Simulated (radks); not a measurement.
Values are calculated unless marked as measured or tabulated.
Q: Species: Si IV. Configuration: [Ne] 4s1 (not the ground configuration). Level of theory: non-relativistic Kohn-Sham, PBEsol, spin-polarised, spherical densities, point nucleus; open shells are filled with parallel spins first (a radial shooting solver on a logarithmic mesh with Libxc functionals). Some entries of the table are withheld. Estimate them.

orbital,occ.,eigenvalue (Ry),<r> (bohr),<1/r> (bohr^-1)
1s up,1,-134.0277,0.1118,13.55
1s down,1,-134.0233,0.1118,13.55
2s up,1,-13.41722,0.5674,2.576
2s down,1,-13.40950,0.5672,2.577
2p up,3,-10.26255,0.5328,2.473
2p down,3,-10.25485,0.5324,2.474
3s up,0,(1),1.802,0.7715
3p up,0,-2.50326,2.004,0.6832
3d up,0,-1.68290,(2),(3)
4s up,1,-1.43039,3.824,0.3643
4f up,0,-0.84386,4.451,0.2508

A: 
(1) 3s up eigenvalue (Ry): -3.15465
(2) 3d up <r> (bohr): 2.414
(3) 3d up <1/r> (bohr^-1): 0.5037
